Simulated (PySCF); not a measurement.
C7H13O, SMILES CCC[CH]CC(C)=O, doublet (GFN2-xTB optimised geometry):

```
21

C     -3.274    -2.074    -2.764
C     -1.820    -1.618    -2.764
C     -1.242    -1.591    -1.351
C      0.158    -1.129    -1.292
C      0.763    -0.767     0.000
C      0.187     0.648     0.000
C      1.097     1.699    -0.583
O     -0.938     0.878     0.394
H     -3.672    -2.084    -3.775
H     -3.881    -1.403    -2.161
H     -3.359    -3.078    -2.351
H     -1.226    -2.291    -3.386
H     -1.755    -0.617    -3.196
H     -1.328    -2.590    -0.901
H     -1.850    -0.928    -0.714
H      0.667    -0.865    -2.203
H      1.850    -0.767     0.000
H      0.360    -1.347     0.828
H      0.525     2.590    -0.830
H      1.610     1.330    -1.466
H      1.847     1.962     0.163
```

Level of theory: unrestricted PBE0/def2-SVP (PySCF).

### Question
What are the frontier orbital energies (α orbitals alone; a β orbital can be the lowest empty one) and the dipole moment?

### Answer
HOMO-2 -9.22 eV, HOMO-1 -7.37 eV, HOMO -5.44 eV, LUMO 0.32 eV, LUMO+1 1.81 eV; dipole moment 2.51 D.

Meta-Löwdin charges at PBE0/def2-SVP: C1 -0.30, C2 -0.16, C3 -0.18, C4 -0.09, C5 -0.23, C6 0.37, C7 -0.34, O8 -0.42, H9 0.10, H10 0.10, H11 0.09, H12 0.09, H13 0.09, H14 0.10, H15 0.11, H16 0.10, H17 0.11, H18 0.12, H19 0.12, H20 0.11, H21 0.12.
